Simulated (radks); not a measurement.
Species: neutral caesium. Configuration: [Kr] 4d10 5s2 5p5.75 6s1 6p0.25 (fractional occupations, a model configuration). Method: Dirac Kohn-Sham, AM05, spin-unpolarised, spherical densities, finite nucleus; open shells are shared between the two j in proportion to 2j + 1; Fermi nuclear charge, rms radius 4.8041 fm; computed with a radial shooting solver on a logarithmic mesh with Libxc functionals. Some entries of the table are withheld. Estimate them.

| orbital | occ. | eigenvalue (eV) | <1/r> (bohr^-1) | <r> (bohr) |
|---|---|---|---|---|
| 1s1/2 | 2 | -35734.16 | 59.35 | 0.02613 |
| 2s1/2 | 2 | -5605.703 | 13.91 | 0.1118 |
| 2p1/2 | 2 | -5275.496 | 13.89 | (1) |
| 2p3/2 | 4 | -4923.788 | 12.73 | (2) |
| 3s1/2 | 2 | -1166.244 | 4.983 | 0.2990 |
| 3p1/2 | 2 | -1028.162 | 4.897 | (3) |
| 3p3/2 | 4 | -960.7699 | 4.607 | (4) |
| 3d3/2 | 4 | -717.5884 | 4.469 | 0.2715 |
| 3d5/2 | 6 | -703.2648 | 4.395 | 0.2752 |
| 4s1/2 | 2 | -221.0945 | 2.036 | 0.6950 |
| 4p1/2 | 2 | -171.5247 | 1.930 | (5) |
| 4p3/2 | 4 | -157.6957 | 1.835 | (6) |
| 4d3/2 | 4 | -77.0143 | 1.600 | 0.8309 |
| 4d5/2 | 6 | -74.7201 | 1.576 | 0.8413 |
| 5s1/2 | 2 | -28.0954 | 0.7619 | 1.732 |
| 5p1/2 | 1.91667 | -15.9179 | 0.6540 | 1.999 |
| 5p3/2 | 3.83333 | -14.2244 | 0.6209 | 2.094 |
| 6s1/2 | 1 | -2.4793 | 0.2300 | 5.444 |
| 6p1/2 | 0.0833333 | (7) | 0.1665 | 7.409 |
| 6p3/2 | 0.166667 | (8) | 0.1598 | 7.710 |
| 5d3/2 | 0 | (9) | 0.2837 | 4.883 |
| 5d5/2 | 0 | (10) | 0.2743 | 5.049 |

Answer. 
(1) 2p1/2 <r> (bohr): 0.09407
(2) 2p3/2 <r> (bohr): 0.09996
(3) 3p1/2 <r> (bohr): 0.2889
(4) 3p3/2 <r> (bohr): 0.3007
(5) 4p1/2 <r> (bohr): 0.7207
(6) 4p3/2 <r> (bohr): 0.7485
(7) 6p1/2 eigenvalue (eV): -1.0391
(8) 6p3/2 eigenvalue (eV): -0.9560
(9) 5d3/2 eigenvalue (eV): -0.9024
(10) 5d5/2 eigenvalue (eV): -0.8436
